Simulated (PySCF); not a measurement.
PySCF job for In(OMe)(NH2)2 (CH7InN2O), SMILES C[O][In]([NH2])[NH2], TDDFT-B3LYP/def2-SVPD. Geometry optimised at B3LYP-D3(BJ)/def2-SVP. The structure was generated by enumeration; whether it is a known compound was not checked. The def2 effective core potentials stand for the cores of In; spin–orbit coupling is left out. Other conformers were not sampled.

```python
import numpy as np
from pyscf import gto, scf, dft, tdscf

mol = gto.M(
    atom='''
    In   -0.02927871    0.00180640    0.33291084
    O     0.77570435   -0.50426181   -1.44707798
    C     0.41841235    0.10451568   -2.65432212
    H     0.44303597    1.21600760   -2.62383728
    H     1.12930302   -0.20258933   -3.44545390
    H    -0.59547885   -0.18216688   -3.00544072
    N    -1.44458881    1.48601543    0.33089560
    H    -1.29226625    2.19635884   -0.38510630
    H    -1.56756882    1.96476064    1.22277231
    N     0.42151332   -1.32859066    1.81674427
    H     0.47802015   -0.93457503    2.75518481
    H     1.28503120   -1.84128270    1.63832750
    ''',
    basis='def2-SVPD',
    ecp={'In': 'def2-svp'},
    charge=0,
    spin=0,
    max_memory=1600,
    verbose=4,
)
mf = dft.RKS(mol, xc='b3lyp').density_fit(auxbasis='def2-universal-jkfit')
mf.grids.level = 3
mf.conv_tol = 1e-9
mf.max_cycle = 100
mf.kernel()
mf.grids = dft.Grids(mol).set(level=1).build(with_non0tab=True)  # coarser grid for the response kernel
td = tdscf.TDDFT(mf)
td.singlet = True
td.nstates = 10
td.conv_tol = 1e-4
td.positive_eig_threshold = 1e-6
td.kernel(x0=td.get_init_guess(mf, 15))
td.analyze()
tt = tdscf.TDA(mf)
tt.singlet = False
tt.nstates = 4
tt.conv_tol = 1e-4
tt.positive_eig_threshold = 1e-6
tt.kernel(x0=tt.get_init_guess(mf, 9))
tt.analyze(verbose=3)
```

Program output:

```
PySCF version 2.14.0

[INPUT] verbose = 4
[INPUT] num. atoms = 12
[INPUT] num. electrons = 56
[INPUT] charge = 0
[INPUT] spin (= nelec alpha-beta = 2S) = 0
[INPUT] symmetry False subgroup None
[INPUT] Mole.unit = angstrom
[INPUT] Symbol           X                Y                Z      unit          X                Y                Z       unit  Magmom
[INPUT]  1 In    -0.029278710000   0.001806400000   0.332910840000 AA   -0.055328743181   0.003413601271   0.629110311499 Bohr   0.0
[INPUT]  2 O      0.775704350000  -0.504261810000  -1.447077980000 AA    1.465868775134  -0.952916715977  -2.734581063089 Bohr   0.0
[INPUT]  3 C      0.418412350000   0.104515680000  -2.654322120000 AA    0.790684748636   0.197506010923  -5.015941853175 Bohr   0.0
[INPUT]  4 H      0.443035970000   1.216007600000  -2.623837280000 AA    0.837216646631   2.297921329390  -4.958333854624 Bohr   0.0
[INPUT]  5 H      1.129303020000  -0.202589330000  -3.445453900000 AA    2.134073419444  -0.382838349459  -6.510964245815 Bohr   0.0
[INPUT]  6 H     -0.595478850000  -0.182166880000  -3.005440720000 AA   -1.125291939471  -0.344245512167  -5.679459844416 Bohr   0.0
[INPUT]  7 N     -1.444588810000   1.486015430000   0.330895600000 AA   -2.729877213511   2.808162179578   0.625302059824 Bohr   0.0
[INPUT]  8 H     -1.292266250000   2.196358840000  -0.385106300000 AA   -2.442029292519   4.150516678867  -0.727745435845 Bohr   0.0
[INPUT]  9 H     -1.567568820000   1.964760640000   1.222772310000 AA   -2.962275751208   3.712859509925   2.310704778602 Bohr   0.0
[INPUT] 10 N      0.421513320000  -1.328590660000   1.816744270000 AA    0.796544732656  -2.510672479055   3.433149108673 Bohr   0.0
[INPUT] 11 H      0.478020150000  -0.934575030000   2.755184810000 AA    0.903327165524  -1.766090849557   5.206544713462 Bohr   0.0
[INPUT] 12 H      1.285031200000  -1.841282700000   1.638327500000 AA    2.428357029521  -3.479520020900   3.095990277343 Bohr   0.0

nuclear repulsion = 269.802928739997
number of shells = 73
number of NR pGTOs = 260
number of NR cGTOs = 171
basis = def2-SVPD
ecp = {'In': 'def2-svp'}


******** <class 'pyscf.df.df_jk.DFRKS'> ********
method = DFRKS
initial guess = minao
damping factor = 0
level_shift factor = 0
DIIS = <class 'pyscf.scf.diis.CDIIS'>
diis_start_cycle = 1
diis_space = 8
diis_damp = 0
SCF conv_tol = 1e-09
SCF conv_tol_grad = None
SCF max_cycles = 100
direct_scf = False
XC library pyscf.dft.libxc version 7.1.2
    S. Lehtola, C. Steigemann, M. J. T. Oliveira, and M. A. L. Marques,  SoftwareX 7, 1–5 (2018)
XC functionals = b3lyp
    P. J. Stephens, F. J. Devlin, C. F. Chabalowski, and M. J. Frisch,  J. Phys. Chem. 98, 11623 (1994)
radial grids:
    Treutler-Ahlrichs [JCP 102, 346 (1995); DOI:10.1063/1.469408] (M4) radial grids

becke partition: Becke, JCP 88, 2547 (1988); DOI:10.1063/1.454033
pruning grids: <function nwchem_prune>
grids dens level: 3
symmetrized grids: False
atomic radii adjust function: <function treutler_atomic_radii_adjust>
small_rho_cutoff = 0
Set gradient conv threshold to 3.16228e-05
Initial guess from minao.
tot grids = 146536
******** <class 'pyscf.df.df.DF'> ********
auxbasis = def2-universal-jkfit
init E= -395.637082276675
  HOMO = -0.615264785787095  LUMO = -0.5732185824792  gap/eV = 1.14414
cycle= 1 E= -415.87226532012  delta_E= -20.2  |g|= 2.25  |ddm|= 15.4
  HOMO = 0.0185609042130805  LUMO = 0.0312842233242726  gap/eV = 0.34622
cycle= 2 E= -406.919066140465  delta_E= 8.95  |g|= 6.53  |ddm|= 72.2
  HOMO = -0.268343787952047  LUMO = -0.0798944527800991  gap/eV = 5.12797
cycle= 3 E= -417.093712499362  delta_E= -10.2  |g|= 0.176  |ddm|= 71.8
  HOMO = -0.242094173882447  LUMO = -0.0635834046726877  gap/eV = 4.85753
cycle= 4 E= -417.096933110512  delta_E= -0.00322  |g|= 0.159  |ddm|= 0.587
  HOMO = -0.253332957708466  LUMO = -0.0624834183188732  gap/eV = 5.19328
cycle= 5 E= -417.101258333579  delta_E= -0.00433  |g|= 0.0952  |ddm|= 0.274
  HOMO = -0.254414481036939  LUMO = -0.0630146231003508  gap/eV = 5.20826
cycle= 6 E= -417.103254091091  delta_E= -0.002  |g|= 0.0135  |ddm|= 0.116
  HOMO = -0.255333814433573  LUMO = -0.0639096737456128  gap/eV = 5.20892
cycle= 7 E= -417.1032908938  delta_E= -3.68e-05  |g|= 0.00627  |ddm|= 0.0201
  HOMO = -0.255761964372532  LUMO = -0.0644018954670749  gap/eV = 5.20717
cycle= 8 E= -417.103299412735  delta_E= -8.52e-06  |g|= 0.00202  |ddm|= 0.00887
  HOMO = -0.255831756384308  LUMO = -0.0643374173837721  gap/eV = 5.21083
cycle= 9 E= -417.103300155983  delta_E= -7.43e-07  |g|= 0.00095  |ddm|= 0.00301
  HOMO = -0.255718564965284  LUMO = -0.0643194800146496  gap/eV = 5.20823
cycle= 10 E= -417.103300379008  delta_E= -2.23e-07  |g|= 0.000241  |ddm|= 0.00111
  HOMO = -0.255742017230278  LUMO = -0.0643174970546454  gap/eV = 5.20893
cycle= 11 E= -417.103300389201  delta_E= -1.02e-08  |g|= 0.000106  |ddm|= 0.000359
  HOMO = -0.255736082195909  LUMO = -0.0643177839714717  gap/eV = 5.20876
cycle= 12 E= -417.103300391727  delta_E= -2.53e-09  |g|= 1.52e-05  |ddm|= 0.000124
  HOMO = -0.255736471936227  LUMO = -0.0643183138152246  gap/eV = 5.20875
cycle= 13 E= -417.103300391799  delta_E= -7.14e-11  |g|= 1.76e-06  |ddm|= 3.36e-05
  HOMO = -0.255736271444786  LUMO = -0.0643185043642944  gap/eV = 5.20874
Extra cycle  E= -417.103300391797  delta_E= 1.59e-12  |g|= 2.67e-06  |ddm|= 6.07e-06
converged SCF energy = -417.103300391797
tot grids = 45992
Overwritten attributes  positive_eig_threshold  of <class 'pyscf.tdscf.rks.TDDFT'>


******** <class 'pyscf.tdscf.rks.TDDFT'> for <class 'pyscf.df.df_jk.DFRKS'> ********
nstates = 10 singlet
deg_eia_thresh = 1.000e-03
wfnsym = None
conv_tol = 0.0001
eigh lindep = 1e-12
eigh level_shift = 0
eigh max_cycle = 100


Excitation energies (eV)
[4.22124182 4.46513871 4.71614598 5.21460226 5.63561478 5.77965567
 5.94255994 6.41752798 6.48332167 6.51377607]

** Singlet excitation energies and oscillator strengths **
Excited State   1:      4.22124 eV    293.71 nm  f=0.0050
      26 -> 29       -0.11377
      28 -> 29       -0.68977
Excited State   2:      4.46514 eV    277.67 nm  f=0.0521
      27 -> 29        0.67768
      27 -> 30       -0.13356
Excited State   3:      4.71615 eV    262.89 nm  f=0.0463
      26 -> 29       -0.67136
      28 -> 29        0.10371
      28 -> 30       -0.14101
Excited State   4:      5.21460 eV    237.76 nm  f=0.0679
      25 -> 29       -0.68970
      25 -> 30        0.10203
Excited State   5:      5.63561 eV    220.00 nm  f=0.0264
      26 -> 30        0.24558
      27 -> 30       -0.25085
      28 -> 30       -0.58154
Excited State   6:      5.77966 eV    214.52 nm  f=0.0439
      24 -> 29        0.12584
      26 -> 30       -0.10141
      27 -> 30        0.60081
      28 -> 30       -0.29020
Excited State   7:      5.94256 eV    208.64 nm  f=0.0266
      26 -> 30        0.64051
      27 -> 30        0.17611
      28 -> 30        0.16933
Excited State   8:      6.41753 eV    193.20 nm  f=0.0028
      27 -> 31        0.43291
      27 -> 32        0.40759
      28 -> 31       -0.34853
Excited State   9:      6.48332 eV    191.24 nm  f=0.0285
      25 -> 30       -0.20008
      27 -> 31       -0.15279
      27 -> 32        0.46580
      28 -> 31        0.31074
      28 -> 32        0.29761
Excited State  10:      6.51378 eV    190.34 nm  f=0.0225
      27 -> 31       -0.35525
      28 -> 31       -0.48659
      28 -> 32        0.33895
      28 -> 33        0.10481

** Transition electric dipole moments (AU) **
state          X           Y           Z        Dip. S.      Osc.
  1         0.0488      0.0476     -0.2097      0.0486      0.0050
  2        -0.3666      0.5321     -0.2415      0.4759      0.0521
  3        -0.4488     -0.0203      0.4459      0.4006      0.0463
  4        -0.5428     -0.4616     -0.1549      0.5317      0.0679
  5         0.1710      0.0104     -0.4026      0.1914      0.0264
  6        -0.1305      0.3305     -0.4286      0.3099      0.0439
  7        -0.2098      0.2044      0.3118      0.1830      0.0266
  8        -0.1173      0.0414     -0.0449      0.0175      0.0028
  9         0.1904      0.2980      0.2332      0.1794      0.0285
 10         0.2042      0.3114     -0.0480      0.1410      0.0225

WARN: ECP detected. Skipping calculation of transition velocity and magnetic dipole moments, which have not yet been implemented.

Overwritten attributes  positive_eig_threshold  of <class 'pyscf.tdscf.rks.TDA'>


******** <class 'pyscf.tdscf.rks.TDA'> for <class 'pyscf.df.df_jk.DFRKS'> ********
nstates = 4 triplet
deg_eia_thresh = 1.000e-03
wfnsym = None
conv_tol = 0.0001
eigh lindep = 1e-12
eigh level_shift = 0
eigh max_cycle = 100


Excitation energies (eV)
[3.72417302 3.90117604 4.22650036 4.61720497]

** Triplet excitation energies and oscillator strengths **
Excited State   1:      3.72417 eV    332.92 nm  f=0.0000
Excited State   2:      3.90118 eV    317.81 nm  f=0.0000
Excited State   3:      4.22650 eV    293.35 nm  f=0.0000
Excited State   4:      4.61720 eV    268.53 nm  f=0.0000
```

Self-consistency was reached.
